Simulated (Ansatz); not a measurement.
C2H9BOSi can be A, `B[SiH](C)OC`, or B, `COB(C)[SiH3]`.

Calculated with Ansatz (gas phase, PBE0-D4/def2-TZVP geometries, no zero-point term in ΔE). CCSD(T)/CBS is the MP2 limit (def2-TZVPP, def2-QZVPP) plus CCSD(T) − MP2 in def2-TZVPP, frozen cores. DFT in def2-TZVPP. B3LYP here is the variant with VWN-RPA as its local correlation; programs differ in this. Each species was taken in one conformer, which may not be the lowest.

Question: Which is lower in electronic energy at CCSD(T)/CBS, and by how much? (Estimate.)

Answer: The calculation gave: B, by 16.6 kcal/mol.

Question: Give E(B) − E(A) in kcal/mol with PBE-D4, ωB97M-V, HF/def2-TZVPP, B3LYP, B2PLYP, CCSD/def2-TZVPP, LDA (SPW92). (An estimate is asked.)

Answer: Ansatz gave: PBE-D4 -21.4, ωB97M-V -17.6, HF/def2-TZVPP -12.3, B3LYP -17.9, B2PLYP -17.3, CCSD/def2-TZVPP -16.4, LDA (SPW92) -25.2. None reverses the order clearly.

Question: Does the order hold for the free energy at 298.15 K (harmonic terms from PBE0-D4)? (An estimate is asked.)

Answer: Computed: Yes: G(B) − G(A) = -16.6 kcal/mol, for one conformer each. Modes under 60 cm⁻¹, often nearly free rotors, make the harmonic entropy too high.

Largest T1 diagnostic: 0.014.

Leaving LDA and LC-ωPBE aside and taking each functional with its dispersion term where it has one, the values, not all of them listed here, spread over 5.5 kcal/mol, from PBE-D4 to BHLYP-D4. LDA lies −3.9 kcal/mol from PBE without D4. From PBE to PBE0 (25 % exact exchange), in def2-TZVPP and without D4, E(B) − E(A) moves by +1.9 kcal/mol.
